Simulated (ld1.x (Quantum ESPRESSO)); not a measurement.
nickel TM semilocal: all-electron and pseudo phase curves

```
Element                 : Ni
Generator               : ld1.x (Quantum ESPRESSO) 7.5
Type                    : norm-conserving Troullier–Martins (semilocal form)
Functional              : BLYP
Relativity              : scalar-relativistic
Frozen core             : [Ar]
Valence charge          : 10
Reference configuration : 3d8.5 4s1.5 4p0
Partial waves           : 4p (bound, empty): rc 3.10 bohr; 3d (bound): rc 0.90 bohr; 4s (bound): rc 2.05 bohr
Local potential         : the s channel
Core correction         : Bessel-smoothed model core inside 0.60 bohr
```

The phase is arctan(r·u′/u) with u = r·R(r), unwrapped; energies in Ry, scanned from -2 to 5 Ry. A pole is an energy at which the radial function vanishes at the test radius. The pseudo phase is shifted by a multiple of π to meet the all-electron one at the reference energy, and phase errors are pseudo minus all-electron; the curves can meet again beyond the range given. Levels narrower than the energy grid can be missing from the lists of poles.

Problem. For each channel, where are the poles, and over which energies does the pseudopotential scatter like the atom?

Solution.

| channel | radius (bohr) | reference energy (Ry) | poles, all-electron | poles, pseudo | unbroken range about the reference energy with phases within 0.05 rad | phase error 1 Ry above the reference energy (rad) |
| --- | --- | --- | --- | --- | --- | --- |
| s | 3.36 | -0.37 | 0.20, 4.46 | 0.20, 4.07 | below 1.6 | -0.003 |
| p | 3.36 | -0.07 | 0.93 | 0.91, 4.56 | below 1.9 | -0.008 |
| d | 3.36 | -0.48 | -0.45, 2.28 | -0.45, 2.29 | below 4.0 | +0.001 |

Phases in the p channel:

```
E (Ry)  all-electron  pseudo
 -2.00         1.345   1.345
 -1.52         1.305   1.305
 -1.04         1.234   1.233
 -0.56         1.057   1.056
 -0.08         0.103   0.103
  0.40        -1.302  -1.305
  0.88        -1.556  -1.563
  1.36        -1.675  -1.690
  1.84        -1.794  -1.840
  2.32        -2.032  -2.289
  2.80        -3.125  -4.023
  3.28        -4.281  -4.485
  3.76        -4.519  -4.613
  4.24        -4.613  -4.680
  4.72        -4.667  -4.728
```
